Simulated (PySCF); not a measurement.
Zn(Et)(OMe), SMILES [Zn]([CH2]C)[O]C (C₃H₈OZn), PBE0/def2-SVP optimised geometry.

```
13

Zn    -0.07    -0.25     0.00
C     -2.01    -0.08     0.00
C     -2.53     1.35     0.12
H     -2.40    -0.71     0.82
H     -2.38    -0.55    -0.93
H     -2.19     1.99    -0.71
H     -2.20     1.83     1.06
H     -3.63     1.38     0.12
O      1.71    -0.25     0.00
C      2.59    -1.32    -0.02
H      2.49    -1.96    -0.92
H      3.63    -0.94    -0.03
H      2.51    -1.99     0.86
```

Density from PBE0/def2-TZVP run with PySCF 2.14.0 at that geometry.

Minimum of the electron density along straight lines between bonded atoms, close to the bond critical point (lines longer than 1.1 times the sum of covalent radii, or with two minima, are not listed):

```csv
bond,length / Å,ρ at the minimum / e bohr⁻³,∇²ρ there / e bohr⁻⁵,position (fraction from the first atom)
Zn1–C2,1.941,0.117,0.20,0.49
C2–C3,1.528,0.240,-0.58,0.50
C2–H4,1.104,0.267,-0.87,0.64
C2–H5,1.104,0.267,-0.87,0.64
C3–H6,1.102,0.271,-0.91,0.64
C3–H7,1.102,0.272,-0.91,0.64
C3–H8,1.104,0.270,-0.90,0.64
Zn1–O9,1.779,0.135,0.73,0.49
O9–C10,1.383,0.278,-0.61,0.65
C10–H11,1.112,0.271,-0.91,0.64
C10–H12,1.108,0.275,-0.94,0.64
C10–H13,1.112,0.271,-0.91,0.64
```
